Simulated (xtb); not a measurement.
Input file for xtb: GFN2-xTB on NH3 (SMILES N).

```
$ xtb mol.xyz --gfn 2 --sp --chrg 0 --uhf 0
4

N      0.00620493     0.16351925     0.32505388
H     -0.77720639    -0.46070694     0.17008968
H     -0.19302844     1.03169110    -0.15879122
H      0.82113218    -0.25261076    -0.11110566
```

The head of its log:

```
[...]
           -------------------------------------------------
          |                Calculation Setup                |
           -------------------------------------------------



           -------------------------------------------------
          |                 G F N 2 - x T B                 |
           -------------------------------------------------

        Reference                      10.1021/acs.jctc.8b01176
      * Hamiltonian:
        H0-scaling (s, p, d)           1.850000    2.230000    2.230000
        zeta-weighting                 0.500000
      * Dispersion:
        s8                             2.700000
        a1                             0.520000
        a2                             5.000000
        s9                             5.000000
      * Repulsion:
        kExp                           1.500000    1.000000
        rExp                           1.000000
      * Coulomb:
        alpha                          2.000000
        third order                    shell-resolved
        anisotropic                    true
        a3                             3.000000
        a5                             4.000000
        cn-shift                       1.200000
        cn-exp                         4.000000
        max-rad                        5.000000


          ...................................................
          :                      SETUP                      :
          :.................................................:
          :  # basis functions                   7          :
          :  # atomic orbitals                   7          :
          :  # shells                            5          :
          :  # electrons                         8          :
          :  max. iterations                   250          :
          :  Hamiltonian                  GFN2-xTB          :
          :  restarted?                      false          :
          :  GBSA solvation                  false          :
          :  PC potential                    false          :
          :  electronic temp.          300.0000000     K    :
          :  accuracy                    1.0000000          :
          :  -> integral cutoff          0.2500000E+02      :
          :  -> integral neglect         0.1000000E-07      :
          :  -> SCF convergence          0.1000000E-05 Eh   :
          :  -> wf. convergence          0.1000000E-03 e    :
          :  Broyden damping             0.4000000          :
          :  net charge                          0          :
          :  unpaired electrons                  0          :
          ...................................................

 iter      E             dE          RMSdq      gap      omega  full diag
   1     -4.4678208 -0.446782E+01  0.400E+00   11.61       0.0  T
   2     -4.4814967 -0.136760E-01  0.165E+00   12.17       1.0  T
```

### Question
Give the final energy of this run.

### Answer
-4.4262 hartree.
